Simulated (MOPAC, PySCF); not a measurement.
C3H4S, SMILES `S(C)C#C`, neutral singlet in the gas phase. 

Cartesian coordinates (Å):
```xyz
8

C      2.2789    -0.2719     0.0821
C      1.1295    -0.6053    -0.1457
S     -0.4224    -1.1416    -0.4896
C     -1.4103     0.2978     0.0419
H      3.2870     0.0256     0.2841
H     -2.4570     0.0289    -0.1509
H     -1.2659     0.4840     1.1121
H     -1.1399     1.1825    -0.5455
```
Charge 0, multiplicity 1.

All levels are single points at this geometry (PBE-D3(BJ)/def2-TZVP); Pople sets use spherical d functions. Orbital energies aren't observables, and empty levels follow the basis.

PBE-D3(BJ)/def2-TZVP in PySCF gives dipole (D) = 1.61.

Problem. Estimate the dipole (D) from each of these levels: B3LYP/6-311+G** in PySCF; BP86/6-31G* in PySCF; M06-2X/6-31G* in PySCF; SVWN5/6-31G* in PySCF; HF/3-21G in PySCF; HF/6-31G* in PySCF; HF/STO-3G in PySCF; PM7 in MOPAC.

Solution. 
```tsv
level	dipole (D)
B3LYP/6-311+G** in PySCF	1.66
BP86/6-31G* in PySCF	1.66
M06-2X/6-31G* in PySCF	1.66
SVWN5/6-31G* in PySCF	1.71
HF/3-21G in PySCF	1.88
HF/6-31G* in PySCF	1.69
HF/STO-3G in PySCF	1.13
PM7 in MOPAC	1.52
```
